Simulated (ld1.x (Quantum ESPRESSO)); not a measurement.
**Varying the TM potential for arsenic**

Base potential:

As (Z = 33), norm-conserving Troullier–Martins (Kleinman–Bylander form), made with ld1.x (Quantum ESPRESSO) 7.5 (PBE, scalar-relativistic). Core [Ar] 3d10, reference 4s2 4p1 (charge +2). Waves: 4s (bound): rc 1.50 bohr; 4p (bound): rc 1.80 bohr; 4d channel at 0.15 Ry: rc 1.95 bohr. Local part: all-electron potential smoothed inside 1.40 bohr (lloc = -1). Core correction: a·sin(br)/r model core inside 1.45 bohr.

Cutoffs, loose and tight: the cutoffs (Ry, on a coarse ladder) from which the occupation-weighted sum of valence levels, in a spherical-Bessel basis at the reference potential, stays within 10 and 1 mRy of its value at 400 Ry. They do not see the model core or the augmentation charge, which bear on the density cutoff. Test errors are all-electron minus pseudo excitation energies from the reference, over the configurations 4s2 4p3; 4s2 4p2; 4s2 4p0; 4s1 4p3; 4s0 4p5; 4s2 4p3.3; 4s1 4p4. A dash means not determined; rows that change the core or the reference have their own tests.

A true bound ghost makes a file unfit for plane-wave use even where its test errors are small: the radial tests pick states by their node count and pass the ghost by.

```csv
change,outcome,"cutoff, loose","cutoff, tight",bound ghosts,largest test error (meV)
base,generated,25 Ry,50 Ry,none,-14
wave 4p (bound): rc 1.80 bohr becomes 4p (bound): rc 1.38 bohr,generated,45 Ry,80 Ry,none,-15
core correction a·sin(br)/r model core inside 1.44 bohr,generated,25 Ry,50 Ry,none,-13
wave 4d channel at 0.15 Ry: rc 1.95 bohr becomes 4d channel at 0.15 Ry: rc 2.42 bohr,generated,25 Ry,50 Ry,none,-14
local potential the d channel,generated,35 Ry,50 Ry,p,-71
local potential all-electron potential smoothed inside 1.84 bohr (lloc = -1),generated,35 Ry,50 Ry,none,-21
wave 4d channel at 0.15 Ry: rc 1.95 bohr becomes 4d channel at 0.56 Ry: rc 1.95 bohr,generated,25 Ry,50 Ry,none,-14
```

**Question.** What comes out with this change to the base: functional PBEsol?

**Answer.** outcome: generated; cutoff, loose: 30 Ry; cutoff, tight: 50 Ry; bound ghosts: none; largest test error (meV): -19.
